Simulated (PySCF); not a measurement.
An unknown gives this computed stick spectrum. Level of theory: TDDFT CAM-B3LYP/def2-SVPD, vertical, gas phase, core orbitals frozen in the response in PySCF 2.14.0, density-fitted response routines. Geometries: GFN2-xTB, one conformer each.

```tsv
state	ν̃ (cm⁻¹)	f	main configurations (H = HOMO, L = LUMO)
S1	52220	0.023	H→L (80%), H→L+1 (15%)
S2	56130	0.049	H→L+1 (76%), H→L (13%)
S3	58610	0.014	H-1→L (79%), H-1→L+1 (11%)
S4	62630	0.070	H→L+2 (44%), H-1→L+1 (43%)
S5	63990	0.044	H→L+2 (42%), H-1→L+1 (30%)
S6	65980	0.015	H-2→L (54%), H-2→L+1 (20%), H-3→L (9%)
S7	66790	0.031	H-2→L+1 (29%), H-2→L (20%), H→L+3 (15%)
S8	67250	0.184	H→L+3 (52%), H-2→L+1 (15%)
```

Triplets computed (Tamm–Dancoff): 5.75, 6.15, 6.83 eV.

Question: Which candidate is it? All have the formula C3H11FSi2.
A. `CC[Si@H](F)[SiH2]C`
B. `FCCC([SiH3])[SiH3]`
C. `CC(C)(F)[SiH2][SiH3]`

Answer: A. Its S1, at 6.47 eV, is the lowest among the candidates; the nearest of the others has S1 at 6.98 eV. S1 is HOMO→LUMO (80%), HOMO→LUMO+1 (15%). Löwdin shares by element: HOMO silicon 46%, carbon 26% or more (atoms not listed hold the other 28%); LUMO silicon 43%, carbon 8% or more, fluorine 8% (atoms not listed hold the other 42%). At the same level the other candidates give, for their lowest levels:
- `CC(C)(F)[SiH2][SiH3]`: 6.98 eV (f 0.046); 7.19 eV (f 0.005); 7.39 eV (f 0.021); 7.83 eV (f 0.066); 7.88 eV (f 0.033); T1 6.16 eV; HOMO -9.34, LUMO 0.69 eV
- `FCCC([SiH3])[SiH3]`: 7.61 eV (f 0.018); 8.14 eV (f 0.110); 8.20 eV (f 0.000); 8.38 eV (f 0.128); 8.53 eV (f 0.061); T1 7.24 eV; HOMO -9.56, LUMO 1.03 eV

Shape of the structure used: `[CH3:1][CH2:2][Si@H:3]([F:4])[SiH2:5][CH3:6]`: C1–C2–Si3–F4 -179°, C2–Si3–Si5–C6 173°.
